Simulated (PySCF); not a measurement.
ethane (C2H6), singlet, at a GFN2-xTB geometry. Base run: CCSD(T)/def2-SV(P) in PySCF.

PySCF was given this input:
```python
from pyscf import gto, scf, cc

mol = gto.M(
    atom='''
C    -0.00063425   -0.00460240    0.76069610
C     0.00063425    0.00460240   -0.76069610
H     0.00531742    1.01117798    1.14976058
H    -0.88580270   -0.51053241    1.13981086
H     0.87762477   -0.52140267    1.14121540
H    -0.00531742   -1.01117798   -1.14976058
H    -0.87762477    0.52140267   -1.14121540
H     0.88580270    0.51053241   -1.13981086
''',
    basis='def2-sv(p)',
    verbose=4,
)

mf = scf.RHF(mol)
mf.kernel()

mycc = cc.CCSD(mf)
mycc.kernel()
et = mycc.ccsd_t()
print('E(CCSD(T)) = %.10f' % (mycc.e_tot + et))
```

Each row names what was changed in the base input (with any setting that the change needs).

| change | ΔE vs base (kcal/mol) | MP2 correlation (Eh) | CC correlation without the perturbative part (Eh) | basis functions |
|---|---|---|---|---|
| base | 0.000 | -0.26290 | -0.29618 | 40 |
| frozen = 3 | 38.74 | -0.21112 | -0.23563 | 40 |
| frozen = 1 | 1.60 | -0.26024 | -0.29367 | 40 |
| cc.diis_space = 3 | 0.000 | -0.26290 | -0.29618 | 40 |
| cc.level_shift = 0.2 | 0.000 | -0.26290 | -0.29618 | 40 |
| frozen = 2 | 2.86 | -0.25809 | -0.29170 | 40 |
| cc.conv_tol = 1e-9 | 0.000 | -0.26290 | -0.29618 | 40 |
| cc.direct = True | 0.000 | -0.26290 | -0.29618 | 40 |
| method = cisd | 18.68 | - | - | 40 |
| cc.iterative_damping = 0.8 | 0.000 | -0.26290 | -0.29618 | 40 |
